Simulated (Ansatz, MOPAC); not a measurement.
Reaction (SMILES): N[Si](N)(N)Cl -> [Si](N)(N)N + Cl atom (the Cl-Si bond breaks)

Wanted: bond dissociation energy (enthalpy at 298 K), in kcal/mol. Terms: frozen cores in correlated levels; six Cartesian d functions in 6-31G* and its kin unless marked 5d; spin-orbit terms left out; UHF or UKS for open shells; non-relativistic; dispersion terms only where a functional's name holds one. CBS(X,Y): correlation extrapolated as X^-3; Hartree-Fock from the larger set. First-principles rows: single points at B3LYP-D3(BJ) geometries (Ansatz, a first-principles code), with unscaled harmonic terms from B3LYP/6-31G* (Ansatz) at its own minima. Semi-empirical rows: MOPAC heats of formation at their own minima for 298 K.

| species | coefficient | E at HF/6-31G* (Ansatz), Eh | E at wB97X-V/def2-TZVPD (Ansatz), Eh | H(298 K) - E, kcal/mol | heat of formation at MNDO (MOPAC), kcal/mol |
|---|---|---|---|---|---|
| N[Si](N)(N)Cl | -1 | -915.38793 | -917.66144 | 56.64 | -101.80 |
| N[Si](N)N | +1 | -455.78835 | -457.38902 | 53.99 | -26.81 |
| Cl atom | +1 | -459.44796 | -460.08005 | 1.48 | 28.99 |

Coupled cluster (Ansatz) is a level with limits of its own, used here on species with T1 under 0.025 (0.045 for open shells) and stable references: CCSD(T)/CBS(aug-cc-pV(T+d)Z,aug-cc-pV(Q+d)Z). Value to compare with, CCSD(T)/CBS(aug-cc-pV(T+d)Z,aug-cc-pV(Q+d)Z) (Ansatz): 121.0 kcal/mol. 1 Eh = 627.5095 kcal/mol.

Task: Compute it at each level from the table, and compare with CCSD(T)/CBS(aug-cc-pV(T+d)Z,aug-cc-pV(Q+d)Z) (Ansatz).

Result: 
- HF/6-31G*: the sum of coefficient times E is 0.15162 Eh, or 95.14 kcal/mol; the thermal terms add -1.17. Result: 94.0 kcal/mol. Its difference against CCSD(T)/CBS(aug-cc-pV(T+d)Z,aug-cc-pV(Q+d)Z) (Ansatz) is -27.0 kcal/mol.
- wB97X-V/def2-TZVPD: the sum of coefficient times E is 0.19237 Eh, or 120.71 kcal/mol; the thermal terms add -1.17. Result: 119.5 kcal/mol. Its difference against CCSD(T)/CBS(aug-cc-pV(T+d)Z,aug-cc-pV(Q+d)Z) (Ansatz) is -1.5 kcal/mol.
- MNDO: the sum of coefficient times heat of formation is 103.98 kcal/mol; it needs no thermal term. Its difference against CCSD(T)/CBS(aug-cc-pV(T+d)Z,aug-cc-pV(Q+d)Z) (Ansatz) is -17.0 kcal/mol.
